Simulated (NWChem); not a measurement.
System: SnH₃ cation; SMILES [SnH3+]

```xyz
4

Sn     0.0000     0.0000     0.0000
H      1.2096     1.2096     0.0000
H      0.4428    -1.6524     0.0000
H     -1.6524     0.4428     0.0000
```
Atoms are numbered in this order, from 1.

Coordinates come from a PBE-D3(BJ)/def2-SVP optimisation. def2 effective core potentials on Sn; no spin-orbit coupling.

Task: List the 6 lowest vertical singlet excitations from B3LYP/def2-SVP with def2 effective core potentials on Sn, full TDDFT (NWChem).

Result: 
| state | energy (eV) | oscillator strength | leading excitation (squared amplitude) |
|---|---|---|---|
| S1 | 4.90 | 0.000 | HOMO → LUMO (1.00) |
| S2 | 4.90 | 0.000 | HOMO−1 → LUMO (1.00) |
| S3 | 8.59 | 0.146 | HOMO−1 → LUMO+1 (0.86) |
| S4 | 8.59 | 0.146 | HOMO → LUMO+1 (0.86) |
| S5 | 9.78 | 0.000 | HOMO−1 → LUMO+2 (0.50) |
| S6 | 10.42 | 0.000 | HOMO → LUMO+2 (0.48) |
